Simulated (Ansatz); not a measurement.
**Redistribution: C2H5BrSi + C2H9NSi → C2H7NSi + C2H7BrSi**

Gas-phase species: C2H5BrSi `C=C[SiH2]Br`, singlet; C2H9NSi `CC[SiH2]N`, singlet; C2H7NSi `C=C[SiH2]N`, singlet; C2H7BrSi `CC[SiH2]Br`, singlet. The partners trade Br for NH2; both sit on Si, so the bond types are kept.

Shapes, held fixed at every level: PBE0-D4/def2-TZVP. Flexible molecules stand in one conformer, not always the lowest. Programs: Ansatz 0.2.0. The zero-point and thermal change to 298 K, harmonic and unscaled (PBE0-D4/def2-TZVP), is -0.2 kJ/mol.

```tsv
level	kind	ΔH(298 K) (kJ/mol)	less CCSD(T)/def2-TZVPP
HF/def2-TZVPP	Hartree–Fock	-3.7	+0.3
SPW92/def2-TZVPP	LDA	-5.6	-1.6
PBE-D4/def2-TZVPP	GGA	-4.2	-0.2
r2SCAN-D4/def2-TZVPP	meta-GGA	-4.6	-0.6
r2SCAN0-D4/def2-TZVPP	global hybrid	-4.7	-0.7
wB97X-V/def2-TZVPP	range-separated hybrid	-4.5	-0.5
CCSD/def2-SVP	coupled cluster or CI	-4.5	-0.5
CCSD(T)/def2-TZVPP	coupled cluster or CI	-4.0	0.0
```

The highest level, CCSD(T)/def2-TZVPP, gives ΔH(298 K) = -4.0 kJ/mol; the levels span -5.6 to -3.7. That is about zero within the method's error. The column of differences is taken from that level and isn't an error. No measured value is set beside it here. Relativity is left out for Br. Outer-core shells of Br are correlated, in sets that cover them unevenly.
